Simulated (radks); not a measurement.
Task: Coherent X-ray form factor from a spherical all-electron density. All-electron calculation, Dirac Kohn-Sham, PBE, spin-unpolarised, spherical densities, finite nucleus; Fermi nuclear charge, rms radius of each element as measured or else 0.836 A^(1/3) + 0.57 fm. Program: a radial shooting solver on a logarithmic mesh with Libxc functionals.

sin(theta)/lambda (1/angstrom)  f0 (electrons)
0.05                                    74.052
0.1                                     71.519
0.15                                    68.073
0.2                                     64.309
0.25                                    60.570
0.3                                     57.002
0.4                                     50.550
0.5                                     45.018
0.6                                     40.289
0.8                                     32.630
1                                       26.744
1.25                                    21.458
1.5                                     18.048
2                                       14.239

The species is in the configuration that NIST lists as its ground one. Which atom or ion scatters so?

Result: The osmium ion Os+, [Xe] 4f14 5d6 6s1. Extrapolating in s^2 from the first two rows gives f0(0) = 74.9, near the electron count 75; among species with that count, the fall with angle is slower the higher Z, and the table is that of Z = 76; from so few rows the species is fixed only to a neighbour or two.
